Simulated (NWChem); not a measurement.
System: C₃H₅FO; SMILES F/C=C/OC

```xyz
10

C     -0.2917     2.2528    -0.0974
O      0.4760     1.1221     0.2167
C     -0.1949    -0.0483     0.2027
C      0.4095    -1.1928    -0.1174
F     -0.2392    -2.3554    -0.0423
H      0.3472     3.1335     0.0489
H     -1.1735     2.3414     0.5645
H     -0.6406     2.2345    -1.1457
H     -1.2509    -0.0403     0.5063
H      1.4532    -1.2712    -0.4314
```
Atoms are numbered in this order, from 1.

The geometry was optimised at PBE0/def2-SVP.

Give the principal values of the shielding tensors (ppm) of C1, O2, C3, C4, F5 from B3LYP/6-31G* (spherical d), GIAO (NWChem), with their diamagnetic and paramagnetic parts as GIAO splits them.


```
atom    σ11    σ22    σ33  isotropic  diamagnetic  paramagnetic
----  -----  -----  -----  ---------  -----------  ------------
C1    105.8  109.6  185.3      133.6        248.2        -114.6
O2    224.2  307.6  327.7      286.5        391.6        -105.1
C3    -12.7   84.8  107.0       59.7        255.2        -195.5
C4    -13.8   81.2   98.0       55.2        253.0        -197.8
F5    309.4  349.8  438.3      365.8        473.3        -107.4
```
